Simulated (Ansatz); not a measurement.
An input meant for GaO3⁺ (charge 1, singlet).

```yaml
crystal:
  periodic: [false, false, false]
  atoms:
    - {symbol: Ga, position_ang: [-0.029645, 0.420487, 0.245382]}
    - {symbol: O, position_ang: [-0.128161, 1.844800, 1.078073]}
    - {symbol: O, position_ang: [0.085006, -1.479107, -0.068063]}
    - {symbol: O, position_ang: [0.072801, -0.786170, -1.255382]}
basis:
  gaussian: {orbitals: cc-pVDZ}
total_charge: 1
hamiltonian: {xc: {name: TPSS}, dispersion: d3bjatm}
scf: {lower_state_search: off}
```

```sh
$ ansatz run in.yaml --threads 4 --pin off --events-out ev --progress --plain --max-ram 3916MiB
```

**Question.** Predict how Ansatz answers.

**Answer.** The input was rejected before any iteration. The method's name isn't one that the program takes here.
```
Error: YAML parse error: error: line 11 column 19: hamiltonian.xc: no functional is named "TPSS"; the names, which are not case-sensitive, are SVWN5, SPW92, PBE, PBE0, PBEsol, revPBE, revPBE0, RPBE, rPW86-PBE, HSE06, wPBEh, LC-wPBE, HISS, HF, BLYP, B3LYP, B3LYP5, BHLYP, CAM-B3LYP, r2SCAN, r2SCANh, r2SCAN0, r2SCAN50, m-r2SCAN, B97, wB97, wB97X, wB97X-V, B97M-V, wB97M-V, B2PLYP, B2GP-PLYP, PBE0-DH, PBE-QIDH
  --> <input>:11:19
   |
 9 |   gaussian: {orbitals: cc-pVDZ}
10 | total_charge: 1
11 | hamiltonian: {xc: {name: TPSS}, dispersion: d3bjatm}
   |                   ^ hamiltonian.xc: no functional is named "TPSS"; the names, which are not case-sensitive, are SVWN5, SPW92, PBE, PBE0, PBEsol, revPBE, revPBE0, RPBE, rPW86-PBE, HSE06, wPBEh, LC-wPBE, HISS, HF, BLYP, B3LYP, B3LYP5, BHLYP, CAM-B3LYP, r2SCAN, r2SCANh, r2SCAN0, r2SCAN50, m-r2SCAN, B97, wB97, wB97X, wB97X-V, B97M-V, wB97M-V, B2PLYP, B2GP-PLYP, PBE0-DH, PBE-QIDH
12 | scf: {lower_state_search: off}
   |
```
